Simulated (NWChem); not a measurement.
System: HTeI; SMILES [TeH]I

Program: NWChem. Structure relaxed at the PBE-D3(BJ)/def2-SVP level. def2 effective core potentials on Te, I; no spin-orbit coupling. Ions are spin-unrestricted doublets at the neutral geometry; other ion states weren't tried.

What does the run give for PBE/def2-SVPD? Quantities: vertical ionisation energy, ΔSCF (eV); −ε(HOMO) (eV).


- vertical ionisation energy, ΔSCF (eV) = 8.34
- −ε(HOMO) (eV) = 5.45
